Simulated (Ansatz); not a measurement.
`C[SiH2]SP` + `BS` → `BS[SiH2]C` + `PS` at 700 K and 1 bar (ligand exchange at the Si–S bond).

Calculated with Ansatz (gas phase, PBE0-D4/def2-TZVP geometries, no zero-point term in ΔE). CCSD(T)/CBS adds triple-zeta CCSD(T) − MP2 to the extrapolated MP2 energy (def2 sets, frozen cores). This one scheme is used for every species. Each species was taken in one conformer, which may not be the lowest.

```csv
species,CCSD(T)/CBS energy (Eh),H − E (kJ/mol),S (J/(mol·K))
`C[SiH2]SP`,-1070.09506,276.6,481.9
`BS`,-424.38198,115.9,297.3
`BS[SiH2]C`,-753.95937,281.6,466.3
`PS`,-740.51379,110.9,323.0
```

H − E and S are ideal-gas, rigid-rotor, harmonic terms from PBE0-D4/def2-TZVP, for one conformer and one mirror image of each species. 1 Eh = 2625.50 kJ/mol, R = 8.31446 J/(mol·K).

**Question.** By hand: ΔE, ΔH, ΔS and ΔG.

**Answer.** ΔE = (-753.95937) + (-740.51379) − (-1070.09506) − (-424.38198) = 0.00388 Eh = 10.2 kJ/mol. Δ(H − E) = 281.6 + 110.9 − 276.6 − 115.9 = 0.0, so ΔH = 10.2 kJ/mol. ΔS = 466.3 + 323.0 − 481.9 − 297.3 = 10.1 J/(mol·K). ΔG = 10.2 − 700 × (10.1)/1000 = 3.1 kJ/mol.

**Question.** By hand: the equilibrium constant, and the temperature at which ΔG would vanish if ΔH and ΔS stayed fixed.

**Answer.** log₁₀ K = −ΔG/(RT ln 10) = -0.2. ΔG = 0 at ΔH/ΔS = 1010 K, though so small a ΔS makes that figure unsure.

TΔS isn't small against ΔH here. The sign of ΔG lies within the doubt. A doubt of 5 kJ/mol in ΔE shifts log₁₀ K by 0.4 here. Other conformers and mirror images would add mixing entropy, several J/(mol·K) or more a flexible species. Modes under 60 cm⁻¹, often nearly free rotors, make the harmonic entropy too high. These are equilibria of isolated gas molecules and say nothing of rates. Largest T1 diagnostic: 0.015 (customary marks: 0.02 for closed shells, 0.045 for open ones).
